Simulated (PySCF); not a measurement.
C3H5, SMILES C=[C]C (connectivity only; charge and spin as stated), charge +1, multiplicity 1.

Coordinates come from a TPSSh-D3(BJ)/def2-TZVP optimisation. The multiplicity is an assumed one; other spin states were not compared. The isomer is the one that the SMILES or the coordinates give; other isomers of the formula were not compared.

Level of theory: M06-2X/def2-TZVPD (PySCF).

Gas-phase values at a fixed geometry.

The total energy comes out as -116.92821 hartree. The point group is Cs. The highest occupied level is -16.39 eV and the lowest empty level is -8.37 eV. The orbital gap is 8.03 eV, the dipole moment about the centre of nuclear charge comes out as 0.067 e·Å and the mean static polarisability comes out as 32.5 bohr³ (4.81 Å³). The polarisability, principal values comes out as 23.3, 25.3, 48.9 bohr³.
